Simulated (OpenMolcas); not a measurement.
Cu2+ with 4 ligands (fluoride) in square-planar coordination (D4h). A charge of +0.5 e stands 3.2 Å behind each ligand. Ligand basis ANO-RCC-VDZP.

```yaml
Program: OpenMolcas 26.06
Method: "SS-CASPT2, IPEA 0.25 Eh, imaginary shift 0.1 Eh (closed shells correlated: 3s 3p and the ligand valence shells)"
Basis: ANO-RCC-VTZP [6s5p3d2f1g]
Scalar_Hamiltonian: DKH2, point nucleus
Active_space: 9 electrons in 5 orbitals (3d)
State_averaging: 2S+1 = 2 even, 5 roots
Spin-orbit_coupling: state interaction with AMFI integrals over the reference wave functions
```

All ligands move together. At R = 1.83 Å the first state of the same spin is 13680 cm-1, and at R = 1.88 Å it is 11860 cm-1.

Q: A third run gives 10040 cm-1. What distance was it run at?

A: With a power law R^-n the two known points give n = -ln(11860 / 13680) / ln(1.88 / 1.83) = 5.30. Then R = 1.83 × (13680 / 10040)^(1/5.30) = 1.940 Å. The run was at 1.94 Å, so the estimate is off by 0 Å.

A single d shell leaves out the double-shell effect, which counts most for late 3d ions, where the CASPT2 field can be off either way by tens of per cent. Ligand-to-metal charge-transfer states are missing. Free-ion shares, where given, are those of the reference states; single-state CASPT2 does not remix them. No measured value stands beside these numbers; the geometry was imposed, not optimised, and the real ion may take another.
